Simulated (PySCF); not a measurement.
A geometry optimisation on `F[SiH2][SiH2]Cl`.

Computed with PBE0-D3(BJ)/def2-SVP geometry optimisation, gas phase (PySCF 2.14.0). Start geometry: GFN2-xTB. The command runs a driver script over a list of jobs; the input below is this job's line of settings and its coordinates in Å.

Command:
```bash
OMP_NUM_THREADS=1 python probes_run.py task.json out
```

Input:
```
{"job": {"xc": "PBE0", "basis": "def2-SVP", "d3": "d3bj", "grid": 1, "shake": 0.01, "kind": "geom"}, "charge": 0, "multiplicity": 1}
F     -1.715860    -1.274400    -0.675300
Si    -1.164450     0.014540     0.133960
Si     1.108100    -0.047110    -0.166530
Cl     2.000170     1.519870     0.824920
H     -1.659780    -0.210760     1.479990
H     -1.873850     1.151890    -0.461510
H      1.572530     0.072990    -1.552870
H      1.788280    -1.246150     0.364870
```

Q: What does the run print?

A: 
```
step   0  E = -1140.62125705  max force = 0.017902
step   1  E = -1140.62756467  max force = 0.003842
step   2  E = -1140.62779793  max force = 0.001324
step   3  E = -1140.62784715  max force = 0.000411
step   4  E = -1140.62790321  max force = 0.000698
step   5  E = -1140.62792963  max force = 0.000773
step   6  E = -1140.62794213  max force = 0.000351
optimisation converged
```

Energies in Eh; «max force» is the largest Cartesian gradient component in Eh/bohr.

Q: How much energy does the optimisation release, in kJ/mol?

A: E(step 0) − E(last step) = 0.006685 Eh, which is 17.6 kJ/mol.

Q: Give the first gradient maximum in eV/Å.

A: With 1 Eh/bohr = 51.422 eV/Å, 0.921 eV/Å.

In short: final energy -1140.62794 Eh after 6 steps; dipole 0.10 D.

The run took 25 s wall on one thread of an Arm Neoverse N1, shared host with 64 logical CPUs at a one-minute load of 42, and the process peaked at 0.36 GiB of memory.
Labels such as C1 count atoms from 1, the log's own numbers from 0.
